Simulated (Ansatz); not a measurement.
Compare A (`FC1C[SiH2]1`) with its isomer B (`F[SiH]1CC1`).

Gas-phase electronic energies from Ansatz, PBE0-D4/def2-TZVP geometries. CCSD(T)/CBS adds triple-zeta CCSD(T) − MP2 to the extrapolated MP2 energy (def2 sets, frozen cores). Functionals use def2-TZVPP. B3LYP here is the variant with VWN-RPA as its local correlation; programs differ in this.

A:

Z-matrix (Å, degrees):
```
C
C 1 1.522
Si 1 1.863 2 65.8
F 1 1.372 2 116.1 3 116.1
H 1 1.088 2 115.4 3 -112.1
H 2 1.085 1 117.8 3 118.2
H 2 1.087 1 113.5 3 -106.4
H 3 1.478 1 119.3 2 -107.2
H 3 1.476 1 119.0 2 100.8
```

B:

```xyz
9

F     0.141   -1.817    1.474
Si    0.430   -0.964    0.157
C     0.405    0.854    0.239
C    -0.836    0.185   -0.466
H     1.338   -1.723   -0.721
H     0.185    1.349    1.179
H     1.054    1.449   -0.397
H    -1.776    0.293    0.066
H    -0.941    0.374   -1.530
```

(1) Which isomer does CCSD(T)/CBS put lower? Give the gap. (Best estimate.)

(2) Give E(B) − E(A) in kcal/mol with LDA (SPW92), PBE0-D4, CCSD/def2-TZVPP, BLYP-D4, r2SCAN-D4, B3LYP-D4, B2PLYP. (Estimate.)

(3) Does the order hold for the free energy at 298.15 K (harmonic terms from PBE0-D4)? (Estimate.)

Largest T1 diagnostic: 0.012.

Answers

(1) Ansatz gave: B, by 54.5 kcal/mol.

(2) Ansatz gave: LDA (SPW92) -48.5, PBE0-D4 -51.2, CCSD/def2-TZVPP -54.3, BLYP-D4 -50.2, r2SCAN-D4 -52.6, B3LYP-D4 -51.9, B2PLYP -53.8. None reverses the order clearly.

(3) The calculation gave: Yes: G(B) − G(A) = -52.9 kcal/mol.

Leaving LDA and LC-ωPBE aside and taking each functional with its dispersion term where it has one, the values, not all of them listed here, spread over 5.4 kcal/mol, from PBE-QIDH to revPBE-D4. From BLYP to BHLYP (50 % exact exchange), in def2-TZVPP and without D4, E(B) − E(A) moves by −4.0 kcal/mol.
